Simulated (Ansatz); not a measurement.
Ansatz results at the PBE0-D4/def2-TZVP geometry: size of the dipole moment (B3LYP/def2-TZVPP) 2.18 D; size of the dipole moment (PBE/def2-TZVPP) 2.20 D; size of the dipole moment (ωB97M-V/def2-TZVPP) 2.17 D.

Each molecule was computed in one conformer, which needn't be the lowest.

Question: Which molecule gave them?
A. `O[SiH][SiH](O)Cl`•
B. `[OH][Sn]([F])[Br]`•
C. `CO[SiH]N`•
D. `C#[C][SnH][F]`•

Answer: A. The others give `CO[SiH]N`•: 0.76, 0.73, 0.79; `[OH][Sn]([F])[Br]`•: 3.30, 3.06, 3.32; `C#[C][SnH][F]`•: 2.78, 2.57, 2.80.

B3LYP here is the variant with VWN-RPA as its local correlation; programs differ in this.
